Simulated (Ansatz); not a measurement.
Consider the redistribution: `[GeH3][S][GeH3]` + `O[SiH2][SiH2]S` → `O[SiH2][SiH2][GeH3]` + `S[S][GeH3]`.

Gas-phase electronic energies from Ansatz, PBE0-D4/def2-TZVP geometries. CCSD(T)/CBS adds triple-zeta CCSD(T) − MP2 to the extrapolated MP2 energy (def2 sets, frozen cores). Functionals use def2-TZVPP. For Ge outer-core shells are correlated without core-valence functions, which leaves a few kJ/mol of doubt a bond. Scalar relativity is left out up to krypton. Each species was taken in one conformer, which may not be the lowest.

`[GeH3][S][GeH3]`:

Z-matrix (Å, degrees):
```
Ge
S 1 2.221
H 1 1.533 2 106.0
H 1 1.538 2 109.9 3 119.7
H 1 1.538 2 109.9 3 -119.7
Ge 2 2.222 1 98.4 3 179.8
H 6 1.538 2 109.9 1 59.8
H 6 1.533 2 106.0 1 179.5
H 6 1.538 2 109.9 1 -60.7
```

`O[SiH2][SiH2]S`:

```xyz
10

O     1.069    1.746   -0.266
Si    0.375    0.533   -1.145
Si   -0.074   -1.208    0.360
S    -0.785   -0.208    2.138
H     0.779    1.798    0.649
H     1.318    0.174   -2.233
H    -0.915    0.964   -1.761
H     1.156   -1.899    0.826
H    -1.053   -2.223   -0.114
H    -1.869    0.322    1.546
```

`O[SiH2][SiH2][GeH3]`:

Z-matrix (Å, degrees):
```
Si
Si 1 2.335
O 1 1.654 2 105.8
H 1 1.493 2 109.8 3 -120.1
H 1 1.492 2 112.2 3 121.3
Ge 2 2.380 1 109.7 3 49.3
H 2 1.489 1 110.8 3 -71.9
H 2 1.490 1 108.8 3 169.3
H 3 0.958 1 117.8 2 179.2
H 6 1.538 2 110.0 1 54.3
H 6 1.539 2 111.0 1 174.1
H 6 1.536 2 110.4 1 -65.5
```

`S[S][GeH3]`:

```xyz
7

S     0.347   -1.010   -1.970
S    -1.217   -0.230   -0.882
Ge   -0.147    0.201    1.031
H     0.810    0.139   -2.498
H     0.948    1.244    0.760
H    -1.208    0.755    1.996
H     0.468   -1.099    1.563
```

```csv
level,ΔE (kJ/mol)
ωB97X-V,123.5
B2PLYP,123.1
PBE,109.3
HF/def2-TZVPP,134.8
MP2/def2-TZVPP,136.2
SCS-MP2/def2-TZVPP,132.9
CCSD(T)/def2-TZVPP,126.9
MP2/CBS(def2),134.1
```

(1) What does CCSD(T)/CBS give? (An estimate is asked.)

Largest T1 diagnostic among the species: 0.012.

Results:

(1) Ansatz gave: +124.8 kJ/mol. The listed levels differ from it by -1.3, -1.7, -15.5, 10.0, 11.4, 8.1, 2.1, 9.3 kJ/mol.

From PBE to PBE0 (25 % exact exchange), in def2-TZVPP and without D4, ΔE moves by +7.9 kJ/mol.
